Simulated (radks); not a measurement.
Problem. The ruthenium ion Ru3+, [Kr] 4d5. Calculated with a radial shooting solver on a logarithmic mesh with Libxc functionals: non-relativistic Kohn-Sham, PBE, spin-polarised, spherical densities, point nucleus. Every spin shell is full or empty, so the densities are truly spherical. Functionals are evaluated on that one density, not self-consistently. Rank these orbital-free kinetic functionals by their error against the exact value of the orbitals, and give that value: Thomas-Fermi, von Weizsacker, TF + vW/9, APBEK, revAPBEK, Thakkar, PG1, DePristo-Kress, Ernzerhof.

Solution. Exact: 4439.37 hartree. From best to worst, with 100 (|E| - |E exact|)/|E exact| (equal figures are ties): DePristo-Kress -0.06, APBEK +0.15, revAPBEK +0.34, Ernzerhof -0.36, Thakkar -0.51, TF + vW/9 -0.67, Thomas-Fermi -5.49, PG1 +15.92, von Weizsacker -56.60.
